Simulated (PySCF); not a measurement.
Isomers of [C5H12OSi]+ (charge +1 and doublet state), one GFN2-xTB conformer each. Single-point energies are computed at B3LYP/pcH-1 (PySCF, gas phase, no added dispersion term), electronic only. GFN2-xTB treats the open shell by occupation alone, and not every SCF solution was tested for stability.

Question: Rank them by B3LYP/pcH-1 energy, lowest first (kJ/mol).
A. `[CH2+:1][C:2]([CH2:3][CH3:4])[CH2:5][O:6][SiH3:7]` (charge +1 and doublet state) with H–C1–C2–C3 180° and 0°, C1–C2–C3–C4 1°, C1–C2–C5–O6 180°, C2–C5–O6–Si7 180°
B. `[CH2+:1][CH:2][O:3][SiH2:4][CH2:5][CH2:6][CH3:7]` (charge +1 and doublet state) with H–C1–C2–O3 1° and -179°, C1–C2–O3–Si4 -5°, C2–O3–Si4–C5 -102°, O3–Si4–C5–C6 -174°, Si4–C5–C6–C7 180°

Answer: B (0.0), A (48.2).

As drawn, the lower has an Si–C bond, which the higher lacks. GFN2-xTB itself gives, in the same order: 0.0, 3.0. Both levels put the same isomer lowest.
